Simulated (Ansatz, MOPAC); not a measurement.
Molecule: InH, net charge 0, singlet state. SMILES: [InH]
Geometry: optimised at B3LYP-D3(BJ)/def2-TZVP (Ansatz, a first-principles code).

Wanted: vertical electron affinity to the doublet, in eV. Conventions: each state is the SCF solution reached for its charge and spin; STO-3G and 3-21G all-electron and non-relativistic; open shells spin-unrestricted; def2 sets with scalar-relativistic core potentials past Kr; spin-orbit terms left out. First-principles rows: single points at B3LYP-D3(BJ) geometries (Ansatz). Semi-empirical rows: differences of heats of formation at the shared geometry for vertical values.

```tsv
species	coefficient	E at B3LYP/STO-3G (Ansatz), Eh	E at wB97X-V/def2-TZVPD (Ansatz), Eh	heat of formation at MNDO (MOPAC), kcal/mol
charge -1, doublet	-1	-5685.15191	-190.69052	56.25
charge 0, singlet	+1	-5685.34759	-190.68810	54.03
```

 1 Eh = 27.2114 eV and 1 eV = 23.0605 kcal/mol.

Task: Work the quantity out at each level.

Result: 
- B3LYP/STO-3G: the sum of coefficient times E is -0.19568 Eh, or -5.325 eV. Result: -5.32 eV.
- wB97X-V/def2-TZVPD: the sum of coefficient times E is 0.00242 Eh, or 0.066 eV. Result: 0.07 eV.
- MNDO: the sum of coefficient times heat of formation is -2.22 kcal/mol, or -0.10 eV.
